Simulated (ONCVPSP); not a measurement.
## Potentials for S compared

Generated with ld1.x 7.5 (TM, RRKJ, ultrasoft, PAW), atompaw 4.2 or ONCVPSP 4.0.1. The cutoff is in Ry: for ld1.x and atompaw files where the sum of valence levels is converged to 10 mRy in a Bessel basis, for ONCV files where the hardest occupied wave has 1 mHa per electron of residual kinetic energy. The error is the largest all-electron minus pseudo excitation energy over each file’s own four to seven test configurations (ionisations up to +4, promotions, holes and added fractions of an electron), all of which were solved. The labels leave out finer settings (local radius, basis sizes, second energies), which also bear on the numbers. Spin-polarised tests are not counted. The rows are a selection from randomly drawn settings: files with unsolved tests, undetermined cutoffs or missed reference levels are left out.

A true bound ghost makes a file unfit for plane-wave use even where its test errors are small: the radial tests pick states by their node count and pass the ghost by.

| potential | cutoff (Ry) | largest error (meV) | bound ghosts |
| --- | --- | --- | --- |
| ONCV, PBE, non-relativistic, rc 1.45/1.10/1.45 (spd), local smoothed, core correction no, reference 3s1.5 3p4.5, qcut 3.9/8.9/5.9, projectors 1/3/1 | 93 | +54 | p |
| ONCV, LDA (Perdew-Zunger), fully relativistic, rc 1.45/1.70 (sp), local smoothed, core correction yes, reference 3s2 3p4, qcut 3.8/5.3, projectors 2/2 | 87 | +57 | none |
| ONCV, LDA (Perdew-Zunger), scalar-relativistic, rc 1.30/1.30/1.35 (spd), local p, core correction yes, reference 3s2 3p4, qcut 3.8/5.9/6.2, projectors 3/0/1 | 104 | +59 | s |
| ONCV, PBE, scalar-relativistic, rc 1.10/1.60/1.50 (spd), local smoothed, core correction yes, reference 3s2 3p4, qcut 5/4.6/6.8, projectors 3/3/2 | 29 | -117 | s |
| ONCV, PBE, scalar-relativistic, rc 1.35/1.35/1.50 (spd), local p, core correction no, reference 3s2 3p4, qcut 5.3/7.2/6.7, projectors 1/0/2 | 37 | +49 | none |
| ONCV, LDA (Perdew-Zunger), scalar-relativistic, rc 1.50/1.10 (sp), local smoothed, core correction yes, reference 3s2 3p2, qcut 5/7.2, projectors 2/2 | 203 | -5.9 | p |
| ONCV, PBEsol, non-relativistic, rc 1.35/1.35 (sp), local p, core correction yes, reference 3s2 3p4, qcut 4.1/6.9, projectors 3/0 | 57 | +73 | s |
| ONCV, PBE, scalar-relativistic, rc 1.40/1.60/1.40 (spd), local d, core correction yes, reference 3s1.75 3p4.25, qcut 5.8/6/8.1, projectors 2/1/0 | 27 | +20 | none |

(1) Fill in the row for S: ONCV, PBE, non-relativistic, rc 1.40/1.20/1.25 (spd), local p, core correction yes, reference 3s2 3p4, qcut 4.5/5.4/7.6, projectors 2/0/1.

Answers

(1) cutoff 40 Ry, largest error +8.8 meV, bound ghosts: none.
